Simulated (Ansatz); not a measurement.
CH$_{5}$MoNOS, SMILES `[CH3][Mo]([NH2])(=[O])=[S]`, 10 atoms. Total charge 0; spin multiplicity 1. Correlated methods include outer-core shells of Mo, which these sets cover unevenly. Mo: def2 effective core potential. Hardware: A = 2 threads of an AMD EPYC 7R13 on a shared host and a share of an NVIDIA H100 80 GB; B = 2 threads of an AMD EPYC 7R13 on a shared host. Correlated methods freeze the cores. Open-shell runs search over several starts.

(1) How many basis functions does each run have, and how long does it take in Ansatz? RHF-CCSD(T)/def2-TZVPP energy [A]; RKS B2PLYP (frozen core)/def2-TZVPP energy [B]; RKS ωB97M-V/def2-QZVPP energy [A]; UKS PBE-D4/def2-TZVPP energy of the cation [B]; UKS ωB97X-V/def2-TZVPP energy of the cation [B]; UKS B2PLYP (frozen core)/def2-TZVPP energy of the cation [B]; UKS PBE0-D4/def2-TZVPP energy of the cation [B]; RKS r2SCAN0-D4/def2-TZVPP energy [B]; UKS ωB97M-V/def2-TZVPP energy of the cation [B]; UKS r2SCAN-D4/def2-TZVPP energy of the cation [B]; RKS ωB97M-V/def2-TZVPP energy and forces [B]; RKS ωB97M-V/def2-SVP energy [B]. (Best estimate.)

## Answers

(1) Computed: Other jobs shared the machine, so times are rough.

| level | job | functions | wall time | peak host memory (GiB) |
| --- | --- | --- | --- | --- |
| RKS ωB97M-V/def2-QZVPP | energy [A] | 472 | 6.5 s | 1.1 |
| RKS r2SCAN0-D4/def2-TZVPP | energy [B] | 261 | 8.5 s | 0.73 |
| RKS ωB97M-V/def2-SVP | energy [B] | 116 | 8.5 s | 0.5 |
| RKS B2PLYP (frozen core)/def2-TZVPP | energy [B] | 261 | 11 s | 0.74 |
| RHF-CCSD(T)/def2-TZVPP | energy [A] | 261 | 13 s | 1 |
| UKS PBE-D4/def2-TZVPP | energy of the cation [B] | 261 | 17 s | 0.58 |
| RKS ωB97M-V/def2-TZVPP | energy and forces [B] | 261 | 18 s | 1 |
| UKS PBE0-D4/def2-TZVPP | energy of the cation [B] | 261 | 21 s | 0.97 |
| UKS r2SCAN-D4/def2-TZVPP | energy of the cation [B] | 261 | 31 s | 0.61 |
| UKS B2PLYP (frozen core)/def2-TZVPP | energy of the cation [B] | 261 | 60 s | 1.3 |
| UKS ωB97X-V/def2-TZVPP | energy of the cation [B] | 261 | 80 s | 1.7 |
| UKS ωB97M-V/def2-TZVPP | energy of the cation [B] | 261 | 96 s | 1.8 |
